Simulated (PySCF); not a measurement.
The dipole of `C/C=C\[P@H](=S)CP` from its density and from atomic charges.

Coordinates (GFN2-xTB, Å) and charges (e) from the PBE0/pcSseg-1 density (PySCF):

```json
{"atom": "C1", "x": "-2.703", "y": "-0.156", "z": "0.180", "Mulliken": "-0.2433", "IAO": "-0.4289", "Hirshfeld": "-0.1131", "ESP-fitted": "-0.1858"}
{"atom": "C2", "x": "-1.783", "y": "0.898", "z": "-0.315", "Mulliken": "-0.1460", "IAO": "-0.0794", "Hirshfeld": "-0.0080", "ESP-fitted": "+0.0951"}
{"atom": "C3", "x": "-0.464", "y": "0.762", "z": "-0.403", "Mulliken": "-0.3574", "IAO": "-0.4279", "Hirshfeld": "-0.1133", "ESP-fitted": "-0.4262"}
{"atom": "P4", "x": "0.419", "y": "-0.719", "z": "0.142", "Mulliken": "+0.3928", "IAO": "+0.9536", "Hirshfeld": "+0.3101", "ESP-fitted": "+0.0543"}
{"atom": "S5", "x": "0.456", "y": "-1.066", "z": "2.044", "Mulliken": "-0.3581", "IAO": "-0.6022", "Hirshfeld": "-0.3102", "ESP-fitted": "-0.3355"}
{"atom": "C6", "x": "2.058", "y": "-0.566", "z": "-0.691", "Mulliken": "-0.6574", "IAO": "-0.6654", "Hirshfeld": "-0.1538", "ESP-fitted": "-0.2031"}
{"atom": "P7", "x": "3.236", "y": "0.627", "z": "0.132", "Mulliken": "+0.1168", "IAO": "+0.1965", "Hirshfeld": "+0.0747", "ESP-fitted": "-0.3118"}
{"atom": "H8", "x": "-3.391", "y": "-0.461", "z": "-0.610", "Mulliken": "+0.1360", "IAO": "+0.1588", "Hirshfeld": "+0.0530", "ESP-fitted": "+0.0827"}
{"atom": "H9", "x": "-3.300", "y": "0.231", "z": "1.005", "Mulliken": "+0.1442", "IAO": "+0.1667", "Hirshfeld": "+0.0580", "ESP-fitted": "+0.0930"}
{"atom": "H10", "x": "-2.145", "y": "-1.024", "z": "0.529", "Mulliken": "+0.1482", "IAO": "+0.1500", "Hirshfeld": "+0.0350", "ESP-fitted": "+0.0806"}
{"atom": "H11", "x": "-2.245", "y": "1.828", "z": "-0.625", "Mulliken": "+0.1168", "IAO": "+0.1550", "Hirshfeld": "+0.0564", "ESP-fitted": "+0.0786"}
{"atom": "H12", "x": "0.164", "y": "1.572", "z": "-0.754", "Mulliken": "+0.1418", "IAO": "+0.1582", "Hirshfeld": "+0.0453", "ESP-fitted": "+0.2312"}
{"atom": "H13", "x": "-0.134", "y": "-1.743", "z": "-0.643", "Mulliken": "+0.0815", "IAO": "-0.0572", "Hirshfeld": "-0.0036", "ESP-fitted": "+0.1110"}
{"atom": "H14", "x": "1.903", "y": "-0.266", "z": "-1.732", "Mulliken": "+0.1807", "IAO": "+0.1663", "Hirshfeld": "+0.0470", "ESP-fitted": "+0.1590"}
{"atom": "H15", "x": "2.534", "y": "-1.553", "z": "-0.688", "Mulliken": "+0.1949", "IAO": "+0.1750", "Hirshfeld": "+0.0529", "ESP-fitted": "+0.1668"}
{"atom": "H16", "x": "3.114", "y": "0.056", "z": "1.397", "Mulliken": "+0.0712", "IAO": "+0.0055", "Hirshfeld": "-0.0157", "ESP-fitted": "+0.1629"}
{"atom": "H17", "x": "2.274", "y": "1.593", "z": "0.438", "Mulliken": "+0.0374", "IAO": "-0.0246", "Hirshfeld": "-0.0149", "ESP-fitted": "+0.1472"}
```

Compute μ = Σ q r for each scheme (1 e·Å = 4.803 D) and compare with the dipole of the full density.

The full density gives (-1.86, 0.91, -3.56) D, 4.11 D in size; dipole vectors point from the negative to the positive end.

```json
{"scheme": "Mulliken", "μx": "-1.20", "μy": "0.02", "μz": "-2.32", "size (D)": "2.62", "share of the full size (%)": "64", "angle to the full dipole (°)": "12"}
{"scheme": "IAO", "μx": "-0.54", "μy": "1.03", "μz": "-4.47", "size (D)": "4.62", "share of the full size (%)": "112", "angle to the full dipole (°)": "20"}
{"scheme": "Hirshfeld", "μx": "-0.66", "μy": "0.86", "μz": "-2.95", "size (D)": "3.15", "share of the full size (%)": "76", "angle to the full dipole (°)": "15"}
{"scheme": "ESP-fitted", "μx": "-1.79", "μy": "0.89", "μz": "-3.74", "size (D)": "4.24", "share of the full size (%)": "103", "angle to the full dipole (°)": "2"}
```

Which set comes closest?

Length of the difference vector: ESP-fitted 0.20 D, Hirshfeld 1.34 D, IAO 1.61 D, Mulliken 1.66 D. Closest: ESP-fitted. 

What is left for the Hirshfeld atoms' own dipoles?

The shares of the density sum to the whole, so what Σ q r misses lies in dipoles about the nuclei. The atomic dipoles sum to (-1.86, 0.91, -3.56) − (-0.66, 0.86, -2.95) = (-1.20, 0.05, -0.61) D, 1.34 D in size.

With the origin at the mean of the coordinates, (0.000, 0.001, -0.035) Å, which are the largest single terms, by size, of the ESP-fitted dipole along the direction of the full one?

S5 +3.61, P7 +2.20, H16 -2.06, C3 -1.42, H12 +0.99 D; all 17 atoms together +4.23 D. The single terms depend on the origin, their sum doesn't.

Give the size of the full dipole in other units.

4.11 D = 1.619 au = 0.857 e·Å = 13.72 × 10⁻³⁰ C·m.

Geometry: GFN2-xTB, one conformer, isolated molecule.

The run behind these numbers computed NMR shieldings as well. Time: 46 s wall; peak memory 0.84 GiB. Hardware: an Arm Neoverse N1 with one thread, shared host with 64 logical CPUs at a one-minute load of 24.

Shape of the structure used: `[CH3:1]/[CH:2]=[CH:3]\[P@H:4](=[S:5])[CH2:6][PH2:7]`: C2–C3–P4–S5 -68°, C3–P4–C6–P7 78°, H–P7–C6–P4 52°, H–P7–C6–P4 -40°.
